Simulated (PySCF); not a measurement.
# Worked example: chemical shift, span and skew from a shielding tensor

CH7AlO3Si, SMILES [OH][Al]([O][SiH2]C)[OH]. Atoms are numbered in the order given.

```xyz
13

Si    -1.6314     0.8517     0.5050
C     -3.0446    -0.3545     0.7616
O     -0.2646     0.0275     0.0693
Al     1.3393    -0.2676    -0.3745
O      1.8991    -1.8412    -0.6814
O      2.4161     1.0343    -0.5171
H     -1.3840     1.6088     1.7697
H     -1.9955     1.8287    -0.5660
H     -3.2546    -0.9174    -0.1622
H     -2.8048    -1.0788     1.5568
H     -3.9645     0.1797     1.0524
H      1.3552    -2.6314    -0.6231
H      3.3386     0.9279    -0.7656
```

Geometry: B3LYP-D3(BJ)/def2-SVP. The structure was generated by enumeration; whether it is a known compound was not checked. Other conformers were not sampled.

GIAO shieldings from PBE/pcSseg-1 run with PySCF, non-relativistic, no solvent. The symmetric part of the tensor of C2 has the principal values 163.9, 183.2, 189.7 ppm. The same nucleus in TMS has σ = 182.0 ppm at this level (PySCF, at its B3LYP-D3(BJ)/def2-TZVP geometry).

Question: Work out the isotropic shielding, the ¹³C shift against TMS, the span and the skew.

Answer: 
σ(iso) = (σ11 + σ22 + σ33)/3 = 178.9 ppm. δ = σ(ref) − σ(iso) = 182.0 − (178.9) = 3.1 ppm.
Span Ω = σ33 − σ11 = 25.8 ppm. Skew κ = 3(σ(iso) − σ22)/Ω = -0.50. Tumbling in solution averages the tensor to δ; in a static solid the shielding alone would spread this spin-1/2 line over Ω.
